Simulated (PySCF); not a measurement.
**BiF⁺ from Hartree–Fock to correlated methods**

State: ²Π (doublet), unpaired electrons π ↑. Set-up: Bi def2-SVPD with ECP60, F def2-SVPD; scalar-relativistic core potentials (PySCF 2.14). De refers to Bi⁺ + F in their high-spin ground configurations, without counterpoise correction. The functionals are run spin-unrestricted. A positive dipole points towards F; it is taken about the centre of mass and depends on that origin.

| Level | Re (Å) | ωe (cm⁻¹) | De (eV) | μ (D) |
| --- | --- | --- | --- | --- |
| UHF | 1.967 | 678 | n/a | -3.92 |
| UHF-MP2 | 1.996 | 640 | n/a | n/a |
| UHF-SCS-MP2 | 1.997 | 637 | n/a | n/a |
| UHF-CCSD | 1.992 | 645 | n/a | n/a |
| UHF-CCSD(T) | 1.999 | 631 | n/a | n/a |
| PBE | 2.016 | 608 | n/a | -3.05 |
| BP86 | 2.015 | 610 | n/a | -3.02 |
| r²SCAN | 1.995 | 635 | n/a | -3.15 |
| PBE0 | 1.990 | 644 | n/a | -3.33 |
| M06 | 1.995 | 639 | n/a | -3.58 |
| M06-2X | 1.986 | 652 | n/a | -3.69 |
| ωB97X | 1.987 | 653 | n/a | -3.44 |

Problem. What does a quarter of exact exchange do here, going from PBE to PBE0?

Solution. PBE0 less PBE: -2.6 pm in Re, +5.9 % in ωe. Exact exchange removes part of the self-interaction that spreads semilocal densities, and in most molecules shortens and stiffens the bond and lowers De; so it does here.

Problem. What does the step from GGA to meta-GGA do here, going from PBE to r²SCAN?

Solution. r²SCAN less PBE: -2.1 pm in Re, +4.4 % in ωe. 

Problem. What does second-order correlation do here, going from UHF to UHF-MP2?

Solution. UHF-MP2 less UHF: +2.9 pm in Re, -5.6 % in ωe. Correlation nearly always deepens the well. The bond lengthens, as in strong covalent bonds, where excitations into antibonding orbitals dominate.

Correlated steps freeze 5 core orbitals. Spin–orbit coupling is left out, which matters for elements this heavy, above all for dissociation energies. The state was picked by a PBE0 search and need not be the measured ground state.

The whole job (state search and all levels along the bond) took about 2.1 min on 1 thread of AMD EPYC 9R14 (shared host), peak memory 0.71 GiB.
